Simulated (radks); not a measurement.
Problem. Cd4+, 44 electrons, occupied as [Kr] 4d8. Calculated with a radial shooting solver on a logarithmic mesh with Libxc functionals: Dirac Kohn-Sham, AM05, spin-unpolarised, spherical densities, point nucleus; open shells are shared between the two j in proportion to 2j + 1.

Spin-orbit splittings of the eigenvalues, e(l+1/2) - e(l-1/2), with zeta = 2 splitting/(2l+1) and mean radii in bohr:

shell  occ.  splitting (eV)  zeta (eV)  <r> j=l-1/2  <r> j=l+1/2
2p        6           192.1      128.1       0.1113       0.1164
3p        6           34.34      22.89       0.3497       0.3607
3d       10           6.989      2.796       0.3326       0.3362
4p        6               ?          ?       0.9240       0.9525
4d        8          0.8367     0.3347        1.144        1.156

Estimate the 4p splitting.

Solution. 6.060 eV (zeta = 4.040 eV).
